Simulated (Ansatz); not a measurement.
Relaxation of C$_{4}$H$_{12}$OSi (18 atoms, charge 0, multiplicity 1), to a largest force component of 0.015 eV/Å in at most 40 steps.

Level of theory: RKS BLYP-D4/STO-3G in Ansatz 0.2.0.

```xyz
18
Properties=species:S:1:pos:R:3:forces:R:3
C 0.636 -2.530 -0.795 -2.24 1.02 -0.74
O -0.010 -1.198 -0.746 3.20 2.72 -0.46
C -1.407 -1.304 -0.571 -1.84 -3.16 -1.71
C -2.108 0.007 -0.541 3.08 4.08 -0.57
Si -2.153 0.945 -2.171 -1.95 0.11 -0.89
C -0.511 1.343 -2.905 0.21 0.57 -0.70
H 1.328 -2.616 0.016 1.45 -0.31 1.33
H 1.125 -2.615 -1.777 0.42 -0.51 -0.46
H -0.200 -3.216 -0.664 0.02 -1.58 -0.15
H -1.846 -1.937 -1.422 -0.11 0.10 0.55
H -1.617 -1.829 0.345 -0.67 -1.18 1.69
H -1.516 0.685 0.139 -0.30 -0.41 -0.11
H -3.066 0.021 -0.139 -2.83 -0.76 1.17
H -2.938 0.151 -3.155 0.41 0.29 0.45
H -2.899 2.209 -1.998 0.25 -0.44 0.13
H -0.628 1.918 -3.854 0.02 -0.23 0.33
H 0.027 0.427 -3.132 0.53 -0.51 -0.14
H 0.097 1.949 -2.229 0.35 0.19 0.27
```

Task: Where does it end, and by what steps?

Result: The forces met the threshold. The force dipped under the threshold on the way, but the program's further checks kept it going. Limits of this set-up: minimal basis. After 22 steps the energy has fallen by 1.026 eV; H9 moved furthest, 0.89 Å.

| step | energy less start (eV) | largest force component (eV/Å) | accepted |
| --- | --- | --- | --- |
| 0 | 0.0000 | 4.083 | yes |
| 1 | -0.7915 | 1.139 | yes |
| 2 | -0.8552 | 0.217 | yes |
| 3 | -0.8692 | 0.164 | yes |
| 4 | -0.8845 | 0.389 | yes |
| 5 | -0.9066 | 0.452 | yes |
| 6 | -0.9375 | 0.594 | yes |
| 7 | -1.0018 | 0.144 | yes |
| 8 | -0.9921 | 0.432 | no |
| 9 | -1.0121 | 0.085 | yes |
| 10 | -1.0164 | 0.225 | yes |
| 11 | -1.0225 | 0.119 | yes |
| 12 | -1.0239 | 0.068 | yes |
| 13 | -1.0246 | 0.089 | yes |
| 14 | -1.0248 | 0.009 | yes |
| 15 | -1.0250 | 0.030 | yes |
| 16 | -1.0253 | 0.076 | yes |
| 17 | -1.0255 | 0.061 | yes |
| 18 | -1.0258 | 0.042 | yes |
| 19 | -1.0259 | 0.029 | yes |
| 20 | -1.0260 | 0.021 | yes |
| 21 | -1.0261 | 0.009 | yes |
| 22 | -1.0261 | 0.006 | yes |

```xyz
18
Properties=species:S:1:pos:R:3
C 0.452 -2.548 -1.114
O -0.154 -1.192 -1.173
C -1.416 -1.248 -0.369
C -2.084 0.172 -0.461
Si -2.127 0.815 -2.249
C -0.424 1.416 -2.794
H 0.714 -2.856 -0.068
H 1.388 -2.501 -1.718
H -0.218 -3.337 -1.547
H -2.113 -2.029 -0.780
H -1.200 -1.525 0.699
H -1.523 0.878 0.184
H -3.110 0.099 -0.047
H -2.592 -0.252 -3.124
H -3.086 1.910 -2.327
H -0.414 1.698 -3.863
H 0.319 0.613 -2.637
H -0.102 2.296 -2.209
```

Whether the end is a true minimum wasn't checked by a vibrational analysis.

Run time: 59 s on 1 thread of AMD EPYC 9R14 (Zen 4), with other jobs on the host, peak memory 0.15 GiB.
